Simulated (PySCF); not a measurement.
Species: C₆H₁₀NO (doublet state).
Structure used (GFN2-xTB), in Å, numbered top down from 1:
```
atom  x, y, z in Å
C1     2.9311    0.0554   -0.4212
O2     1.7294   -0.5346   -0.8639
C3     0.6259   -0.2158   -0.0801
C4    -0.5864   -1.0034   -0.5949
C5    -1.8884   -0.4568   -0.0127
C6    -2.0816    1.0226   -0.4012
C7    -0.7752    1.6975   -0.2555
N8     0.3422    1.2190   -0.1304
H9     2.8372    1.1448   -0.3912
H10    3.6970   -0.2328   -1.1375
H11    3.2008   -0.3076    0.5779
H12    0.8303   -0.4424    0.9843
H13   -0.4585   -2.0547   -0.3344
H14   -0.5922   -0.9162   -1.6829
H15   -1.8591   -0.5391    1.0765
H16   -2.7325   -1.0449   -0.3777
H17   -2.3839    1.1168   -1.4473
H18   -2.8448    1.4986    0.2159
```

The hyperfine couplings belong to this conformer and change with its torsions.

Identity: `CO[C@@H]1CCC[C]=N1` [radical].

Computed, not measured: UKS B3LYP, pcH-1 on C H N O, non-relativistic, mean-field spin-orbit, GIAO (PySCF 2.14.0). Isolated species at its GFN2-xTB geometry (one conformer only). The geometry wasn't refined by DFT: couplings that depend on bond lengths, twists or pyramidal angles can differ widely from those at the functional's own minimum. The SCF solution wasn't tested for stability.

Principal values of hyperfine tensors in MHz (contact and dipolar terms together), for some of the nuclei:

| atom | isotope | A1 | A2 | A3 |
| --- | --- | --- | --- | --- |
| C7 | 13C | 393.73 | 401.92 | 552.18 |
| N8 | 14N | 85.12 | 90.86 | 110.57 |
| C6 | 13C | 76.12 | 76.88 | 110.47 |
| H16 | 1H | 20.37 | 23.05 | 27.81 |
| C5 | 13C | 13.38 | 13.87 | 27.20 |
| H13 | 1H | 15.84 | 17.11 | 20.64 |
| H12 | 1H | -12.77 | -9.81 | 0.71 |
| H18 | 1H | -2.73 | 0.01 | 18.95 |

(1) Give the isotropic coupling of each nucleus in MHz and in mT (g = 2.0019), and the anisotropic part.

(2) What spin density at the nucleus of C5 lies behind its contact coupling (g_N = 1.40482)?

(3) C3 (13C, g_N = 1.40482) isn't in the table. Its spin density at the nucleus is 0.06007 bohr⁻³. What is its contact coupling?

(4) Name the largest traceless tensor T of the table and describe it.

(5) In a single crystal, with the field along each principal axis of the tensor of C6 in turn, what first-order splitting does this nucleus give (isotropic g, quadrupole terms neglected)?

Answers

(1) a_iso is a third of the trace, T = A − a_iso, and a(mT) = a(MHz)/(g × 13.996).

```csv
atom,a_iso (MHz),a_iso (mT),T1,T2,T3
C7,449.27,16.035,-55.55,-47.35,102.90
N8,95.52,3.409,-10.39,-4.66,15.05
C6,87.82,3.134,-11.70,-10.94,22.65
H16,23.74,0.847,-3.37,-0.69,4.07
C5,18.15,0.648,-4.77,-4.28,9.05
H13,17.86,0.638,-2.02,-0.75,2.77
H12,-7.29,-0.260,-5.48,-2.52,8.00
H18,5.41,0.193,-8.14,-5.40,13.54
```

(2) a_FC = 800.24 MHz bohr³ × g_N × ρ(0)/(2S). With a_FC = 18.15 MHz and 2S = 1, ρ(0) = 0.01615 bohr⁻³.

(3) By the same relation, a_FC = 67.5 MHz. Its full tensor has the principal values 55.51, 55.94, 91.15 MHz.

(4) C7: -55.5, -47.4, 102.9 MHz, nearly axial, close to the ratio −1:−1:+2, the form that spin in one p orbital centred on that nucleus gives.

(5) 2 lines (I = 1/2), spaced by |A_i|/(g × 13.996): 2.72, 2.74, 3.94 mT along the axes of A1, A2 and A3.
